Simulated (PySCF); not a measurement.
C4H5, SMILES [C](C=C)=C (connectivity only; charge and spin as stated), charge +1, multiplicity 1. Geometry: PBE-D3(BJ)/def2-SVP. The multiplicity is an assumed one; other spin states were not compared. The isomer is the one that the SMILES or the coordinates give; other isomers of the formula were not compared. One conformer was computed; it need not be the lowest.

These are PySCF with PBE-D3(BJ)/def2-SVP values and carry that method's errors.

Harmonic wavenumbers (cm⁻¹): 204, 221, 350, 528, 545, 805, 831, 897, 950, 1067, 1071, 1219, 1248, 1374, 1542, 1947, 3015, 3076, 3091, 3093, 3194. Rotational constants (GHz): 37.83, 4.549, 4.183; symmetry number 1.

Work out the zero-point energy and the ideal-gas rigid-rotor harmonic-oscillator thermochemistry at 298.15 K and 1 atm.

ZPE = ½ Σ hcν = ½ × 30269 cm⁻¹ = 181.05 kJ/mol. H − E(el) = 196.70 kJ/mol. Entropy in J/(mol K): translation 158.28, rotation 98.81, vibration 30.30, total 287.39. G − E(el) = 111.01 kJ/mol. Cp = 78.95 J/(mol K).
